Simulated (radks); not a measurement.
All-electron atom: Cu XXVII in [He] 2s1 (the NIST ground configuration).

Method: Dirac Kohn-Sham, BLYP, spin-unpolarised, spherical densities, finite nucleus; Fermi nuclear charge, rms radius 3.8823 fm; computed with a radial shooting solver on a logarithmic mesh with Libxc functionals.

Energy parts (eV):
total: -25229.532
kinetic: 25819.000
electron-nucleus: -51856.746
Hartree: 1370.210
exchange-correlation: -561.996

Orbitals (lengths in bohr, moments of r in powers of bohr; r(90%) holds 90 % of the orbital's charge):
orbital	occ.	eigenvalue (eV)	<r>	r(90%)	<r^4>	<1/r>	small-component weight
1s1/2	2	-10737.66	0.05174	0.0923	0.00003288	29.31	1.11e-02
2s1/2	1	-2535.345	0.2129	0.325	0.004659	7.092	2.57e-03
2p1/2	0	-2480.745	0.1799	0.289	0.002895	7.030	2.53e-03
2p3/2	0	-2453.442	0.1825	0.293	0.003032	6.878	2.50e-03
3s1/2	0	-1108.818	0.4946	0.711	0.1097	3.024	1.06e-03

The highest occupied level is 2s1/2 at -2535.3 eV. The density falls to 0.001 e/bohr^3 at r = 0.64 bohr. Summed over all electrons, <r^2> = 0.06025 bohr^2, which gives a Langevin (diamagnetic) susceptibility term of -0.0477 x 10^-6 cm^3/mol. For comparison, the ionisation energy in NIST's Atomic Spectra Database is 2587.0 eV (theoretical). In exact Kohn-Sham theory the highest level is minus the ionisation energy, but local and semilocal functionals leave it too shallow, through self-interaction and a potential that decays too fast; potentials with the right tail come closer. The electron density at the nucleus is 2.136e+04 e/bohr^3.

Beside tabulated values, note that spin-unpolarised runs miss the spin-polarisation part of the exchange energy of open shells.
